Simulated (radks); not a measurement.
Results of a calculation; reference values are marked as such.
Spherical quantum dot in the effective-mass picture: electrons in a well V = -V0 / (1 + exp((r - R)/a)) with V0 = 28.7, R = 1.64, a = 0.13, all in effective atomic units (hartree* = m*/eps^2 hartree, bohr* = eps/m* bohr), one dielectric constant everywhere. Level of theory: non-relativistic Kohn-Sham, PBE, spin-polarised, spherical densities (a radial shooting solver with Libxc functionals). Levels are named by radial order and angular momentum (1s, 1p, 1d, 2s, ...), and open shells are averaged over m. Results are scaled to m* = 0.053 and eps = 5, for which hartree* = 57.69 meV and bohr* = 4.992 nm.

N = 3, configuration 1s2 1p(up 1, down 0). This is the lowest configuration that the search found. Occupied and some empty levels:

| level | occupation | eigenvalue (meV) | <r> (nm) |
|---|---|---|---|
| 1s up | 1 | -1403.6 | 4.172 |
| 1s down | 1 | -1396.9 | 4.144 |
| 1p up | 1 | -1296.9 | 4.896 |
| 1p down | 0 | -1288.7 | 4.892 |
| 1d up | 0 | -1159.7 | 5.392 |
| 1d down | 0 | -1151.3 | 5.397 |
| 2s up | 0 | -1085.1 | 4.309 |
| 2s down | 0 | -1081.7 | 4.325 |
| 1f up | 0 | -997.34 | 5.778 |
| 1f down | 0 | -989.18 | 5.787 |

Energy (meV): total -4329.60, kinetic 369.13, external -4857.4, Hartree 263.11, exchange-correlation -104.46.
